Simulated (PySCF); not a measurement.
# Calculated NMR data

- NMR shieldings at PBE0/pcSseg-1/GIAO
- GFN2-xTB structure
- program: PySCF 2.14
- a single conformation, averaged over atoms made equivalent by symmetry, fast rotation or ring inversion, relativity neglected, no solvent model

Shifts are taken against calculated references (same method and geometry level): TMS for 1H (31.72 ppm), 13C (186.93 ppm). Where no couplings were computed, multiplicities follow the n + 1 count of equivalent neighbours, and m marks all less simple cases (inequivalent or close neighbours, rings, F or P nearby). Shifts are as computed. Against solution values, carbons near 30 ppm lie about +3 ppm off and those near 130 ppm about +5 ppm; carbons on Cl a further +6 ppm. Of 1211 compounds with measured shifts, 218 miss one by over three times the rms of a fit or turn the order of signals round; such compounds aren't used in these exercises. Carbons bonded to Cl come out too deshielded.

Compound 1 (C7H11Cl). 1H NMR (400 MHz, computed): δ 2.18 (m, 1H), 2.01 (m, 1H), 1.86 (m, 1H), 1.82 (m, 1H), 1.78 (m, 1H), 1.44 (m, 1H), 1.41 (m, 1H), 1.19 (d, 3H), 0.36 (m, 1H). 13C{1H} NMR (computed): δ 56.1, 51.4, 44.0, 42.7, 35.2, 33.3, 25.6. Structure: `Cl[C@@]12[C@@H](C[C@@H](C)C1)C2`.

Compound 2 (C7H11ClO). 1H NMR (400 MHz, computed): δ 2.65 (q, 2H), 2.49 (s, 3H), 2.22 (s, 3H), 1.12 (t, 3H). 13C{1H} NMR (computed): δ 176.0, 173.6, 137.0, 31.7, 29.3, 28.8, 15.5. Structure: SMILES CCC(C(=O)Cl)=C(C)C.
